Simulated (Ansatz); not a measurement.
SnH3(OSiMe3) (C₃H₁₂OSiSn): single points at one geometry.

```yaml
crystal:
  periodic: [false, false, false]
  atoms:
    - {symbol: Sn, position_ang: [2.266507, 0.994317, 1.492244]}
    - {symbol: H, position_ang: [1.983559, 0.764297, 3.164566]}
    - {symbol: H, position_ang: [3.885395, 0.671079, 1.051459]}
    - {symbol: H, position_ang: [1.746845, 2.544017, 0.968660]}
    - {symbol: O, position_ang: [1.190809, -0.367504, 0.539336]}
    - {symbol: Si, position_ang: [-0.277416, -0.351295, -0.246396]}
    - {symbol: C, position_ang: [-1.579721, 0.460164, 0.843752]}
    - {symbol: C, position_ang: [-0.738147, -2.133118, -0.594521]}
    - {symbol: C, position_ang: [-0.128115, 0.609888, -1.855353]}
    - {symbol: H, position_ang: [-2.569608, 0.451291, 0.359240]}
    - {symbol: H, position_ang: [-1.328674, 1.512565, 1.056865]}
    - {symbol: H, position_ang: [-1.672768, -0.067458, 1.806567]}
    - {symbol: H, position_ang: [-0.823052, -2.704287, 0.343088]}
    - {symbol: H, position_ang: [-1.700626, -2.202768, -1.126342]}
    - {symbol: H, position_ang: [0.030940, -2.618717, -1.215210]}
    - {symbol: H, position_ang: [0.142790, 1.662181, -1.670328]}
    - {symbol: H, position_ang: [0.648299, 0.170595, -2.501664]}
    - {symbol: H, position_ang: [-1.077007, 0.604764, -2.415962]}
basis:
  gaussian: {orbitals: def2-TZVP, initial_orbitals: start.molden}
hamiltonian: {xc: pbe0, dispersion: d4}
scf: {omitted_lower_state_checks: [starts]}
output: {orbitals: {seedname: orbitals}}
```

The file start.molden holds the orbitals of an earlier run on this structure, at another level or in another basis.

```sh
$ ansatz run in.yaml --threads 2 --pin off --events-out ev --progress --plain --max-ram 22528MiB --backend cuda --devices 0, --max-vram 18GiB
```

Output, abridged:

```
Functional definition: PBE0
1948 factors; their error is unknown
mean field evaluation 1: about -19054.3708 eV, gradient 1.4e2 eV
mean field evaluation 2: about -19057.9523 eV, gradient 4.0e0 eV
mean field evaluation 4: about -19058.0970 eV, gradient 4.0e-1 eV
mean field evaluation 8: about -19058.0972 eV, gradient 8.9e-6 eV
mean field -19058.09718568 eV, -700.3721535316 hartree, gradient 8.9e-6 eV, S^2 0.000000; 0 other end points of the search recorded, 0 dependent functions left out
reference -19058.09723298 eV, -700.3721552698 hartree; 37, 37 occupied and 246, 246 virtual orbitals, 1948 factors
Total energy: -19058.48696960 eV, -700.3864778263 hartree
Checks for a lower state left out: starts
```

It took 3.7 s on 2 threads of AMD EPYC 7R13 on a shared host and a share (18 GiB) of an NVIDIA H100 80GB HBM3, peak host memory 0.87 GiB.

The first input with `hamiltonian: {xc: {name: CAM-B3LYP}, dispersion: d4}` (abridged; 3.9 s):

```
Functional definition: CAM-B3LYP
mean field -19064.82410464 eV, -700.6193632438 hartree, gradient 1.2e-5 eV, S^2 0.000000
Total energy: -19065.22560697 eV, -700.6341181819 hartree
Checks for a lower state left out: starts
```

As the first input, with `gaussian: {orbitals: def2-SVP, initial_orbitals: start.molden}`, `correlation: {method: ccsd_t}` and without the key `hamiltonian` (abridged; 2.2 s):

```
Functional definition: HF
mean field -18981.73210292 eV, -697.5657885022 hartree, gradient 8.7e-7 eV, S^2 0.000000
13 core orbitals not correlated: weight in the atoms' cores, before any rotation towards them, 1.000 or more for the frozen orbitals, at most 0.000 for the correlated occupied ones
second order -22.84760251 eV of doubles, -0.00000000 eV of singles
cycle   1  -24.17123290 eV  change    -1.3e0 eV  update   1.2e-1
cycle   2  -24.84050181 eV  change   -6.7e-1 eV  update   3.6e-2
cycle   3  -25.01232165 eV  change   -1.7e-1 eV  update   1.8e-2
cycle   4  -25.01259266 eV  change   -2.7e-4 eV  update   3.8e-3
cycle   5  -25.01191950 eV  change    6.7e-4 eV  update   1.4e-3
cycle   6  -25.01193025 eV  change   -1.1e-5 eV  update   4.1e-4
cycle   7  -25.01178531 eV  change    1.4e-4 eV  update   1.8e-4
cycle   8  -25.01178213 eV  change    3.2e-6 eV  update   6.2e-5
cycle   9  -25.01178726 eV  change   -5.1e-6 eV  update   2.4e-5
perturbative correction -0.68823113 eV, -0.0252920275 hartree
Total energy: -19007.43212131 eV, -698.5102467579 hartree
Checks for a lower state left out: starts
```

First input, but with `correlation: {method: mp2}` and without the key `hamiltonian` (abridged; 2.2 s):

```
Functional definition: HF
mean field -18991.06994306 eV, -697.9089477978 hartree, gradient 5.3e-6 eV, S^2 0.000000
13 core orbitals not correlated: weight in the atoms' cores, before any rotation towards them, 1.000 or more for the frozen orbitals, at most 0.000 for the correlated occupied ones
second order -32.53255435 eV of doubles, -0.00000000 eV of singles
Total energy: -19023.60249741 eV, -699.1044971188 hartree
Checks for a lower state left out: starts
```

The first input with `hamiltonian: {xc: pbe}`, `correlation: {method: rpa}` and without the key `output` (abridged; 3.1 s):

```
Functional definition: PBE
mean field -19056.22044286 eV, -700.3031845049 hartree, gradient 1.4e-6 eV, S^2 0.000000
13 core orbitals not correlated: weight in the atoms' cores, before any rotation towards them, 1.000 or more for the frozen orbitals, at most 0.000 for the correlated occupied ones
Total energy: -19041.62468271 eV, -699.7668002129 hartree
Checks for a lower state left out: starts
```

As the first input, with `hamiltonian: {xc: {name: PBE-QIDH}}` and without the key `output` (abridged; 4.5 s):

```
Functional definition: PBE-QIDH
mean field -19037.36815178 eV, -699.6103755864 hartree, gradient 2.1e-6 eV, S^2 0.000000
13 core orbitals not correlated: weight in the atoms' cores, before any rotation towards them, 1.000 or more for the frozen orbitals, at most 0.000 for the correlated occupied ones
second order -36.63846322 eV of doubles, -0.00000000 eV of singles
Total energy: -19049.58099156 eV, -700.0591891700 hartree
Checks for a lower state left out: starts
```

As the first input, with `hamiltonian: {xc: pbe, dispersion: d4}` (abridged; 2.4 s):

```
Functional definition: PBE
mean field -19056.22056281 eV, -700.3031889132 hartree, gradient 2.4e-5 eV, S^2 0.000000
Total energy: -19056.67117792 eV, -700.3197487128 hartree
Checks for a lower state left out: starts
```

Geometry: PBE0-D4/def2-SVP.

In the def2 sets Sn takes a core potential; there is no spin–orbit coupling. Correlated methods freeze 13 core orbitals; core or outer-core shells of Sn are correlated, in sets that lack core-valence functions.
